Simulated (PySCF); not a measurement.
A PySCF script (with the pyscf-properties extension) for the NMR shieldings of SMILES CN=P1(C[SiH3])CCCC1, C₆H₁₆NPSi, on a GFN2-xTB geometry:

```python
import basis_set_exchange as bse
import numpy as np
from pyscf import gto, dft
from pyscf.prop import nmr

atoms = """
C     0.854739    2.695032   -0.247552
N     1.195852    1.297189   -0.415596
P     0.244710    0.095742   -0.113421
C     1.125101   -1.408027   -0.594996
Si    2.778776   -1.516553    0.339428
C    -1.456589    0.015048   -0.894538
C    -2.399686   -0.510140    0.178148
C    -1.923054    0.082109    1.505407
C    -0.432319   -0.215097    1.609264
H    -0.038995    2.993679   -0.805868
H     1.697488    3.272723   -0.631678
H     0.706844    2.972684    0.801571
H     0.477208   -2.264048   -0.401253
H     1.300134   -1.341935   -1.668421
H     3.648520   -0.408759   -0.023528
H     2.517922   -1.543651    1.782698
H     3.383277   -2.798343   -0.047169
H    -1.444779   -0.596465   -1.798607
H    -1.725503    1.035215   -1.185040
H    -2.339968   -1.599346    0.228268
H    -3.436129   -0.236320   -0.027531
H    -2.478595   -0.331855    2.349066
H    -2.080672    1.163950    1.488738
H     0.075071    0.426640    2.331883
H    -0.260291   -1.255326    1.894356
"""
names = dict.fromkeys(["C", "N", "P", "Si", "H"], "pcSseg-1")
basis = {el: gto.basis.parse(bse.get_basis(n, elements=[el], fmt="nwchem")) for el, n in names.items()}
mol = gto.M(atom=atoms, basis=basis, charge=0, verbose=0)
mf = dft.RKS(mol, xc="PBE0")
mf.grids.level = 2
mf.grids.alignment = dft.numint.BLKSIZE   # the property module wants whole blocks of grid points
mf.conv_tol = 1e-9
mf.kernel()

calc = nmr.RKS(mf)   # GIAO
C = mf.mo_coeff
Co = C[:, mf.mo_occ > 0]
resp = mf.gen_response(singlet=True, hermi=2)
def vind(x):   # induced exchange potential for any number of trial vectors
    d = np.einsum("pi,xij,qj->xpq", C, 2 * x.reshape(-1, C.shape[1], Co.shape[1]), Co, optimize=True)
    return np.einsum("xpq,pi,qj->xij", resp(d - d.transpose(0, 2, 1)), C, Co, optimize=True).ravel()
mo1, _ = nmr.rhf.solve_mo1(calc, with_cphf=vind)
sigma = calc.kernel(mo1)
for i, s in enumerate(sigma):   # ppm
    w = np.linalg.eigvalsh((s + s.T) / 2)
    print("%2d %-2s iso %8.1f  s11 %8.1f  s22 %8.1f  s33 %8.1f" % (i, mol.atom_pure_symbol(i), w.mean(), *w))
```

Problem. Give the expected output.

Solution. 
```
 0 C  iso    152.5  s11    132.2  s22    139.6  s33    185.6
 1 N  iso    202.1  s11     97.4  s22    245.3  s33    263.7
 2 P  iso    308.4  s11    228.8  s22    258.6  s33    437.7
 3 C  iso    172.1  s11    153.7  s22    168.8  s33    193.7
 4 Si iso    428.8  s11    405.9  s22    419.4  s33    461.0
 5 C  iso    160.8  s11    139.7  s22    166.1  s33    176.4
 6 C  iso    158.2  s11    140.1  s22    161.2  s33    173.4
 7 C  iso    156.1  s11    139.1  s22    158.1  s33    171.2
 8 C  iso    157.7  s11    143.5  s22    159.2  s33    170.3
 9 H  iso     28.9  s11     23.9  s22     27.3  s33     35.4
10 H  iso     28.2  s11     23.0  s22     26.4  s33     35.2
11 H  iso     28.8  s11     23.8  s22     27.0  s33     35.7
12 H  iso     31.2  s11     26.3  s22     30.7  s33     36.6
13 H  iso     30.3  s11     25.8  s22     28.5  s33     36.5
14 H  iso     27.3  s11     22.8  s22     26.9  s33     32.3
15 H  iso     27.9  s11     23.8  s22     27.8  s33     32.2
16 H  iso     27.8  s11     24.1  s22     25.2  s33     34.0
17 H  iso     30.5  s11     26.5  s22     28.6  s33     36.3
18 H  iso     29.6  s11     25.3  s22     28.3  s33     35.3
19 H  iso     30.6  s11     26.8  s22     28.2  s33     36.7
20 H  iso     29.7  s11     24.5  s22     26.9  s33     37.6
21 H  iso     29.7  s11     24.5  s22     27.1  s33     37.6
22 H  iso     30.2  s11     26.3  s22     28.1  s33     36.3
23 H  iso     29.9  s11     26.6  s22     28.2  s33     35.0
24 H  iso     30.5  s11     25.3  s22     30.6  s33     35.7
```

These numbers come from an equivalent density-fitted implementation of the same equations, which agrees with the script to about 0.01 ppm for H and up to a few tenths of a ppm for heavy atoms, so last digits may differ.

Problem. Turn these shieldings into chemical shifts. Chemical shifts δ = σref − σ; TMS for $^{13}$C (186.93 ppm), $^{29}$Si (349.16 ppm), $^{1}$H (31.72 ppm); NH3 for $^{15}$N (267.73 ppm); $^{31}$P (318.38 ppm) vs H3PO4, all at this level.

Solution. Averaging equivalent atoms: C 0: 34.5; C 6/7: 29.7; C 5/8: 27.7; C 3: 14.9; N 1: 65.6; P 2: 10.0; Si 4: -79.6; H 14/15/16: 4.05; H 9/10/11: 3.10; H 18/23: 1.94; H 20/22: 1.77; H 19/21: 1.57; H 17/24: 1.22; H 12/13: 0.98 ppm. Experimental scales use liquid or dissolved standards, which lie at an offset from isolated NH3 (liquid NH3: subtract about 20 ppm) and H3PO4.

Size and cost of the density-fitted run: 247 basis functions, 55 s wall time on 1 thread of an AMD EPYC 9R14, shared host; peak memory 1.1 GiB.
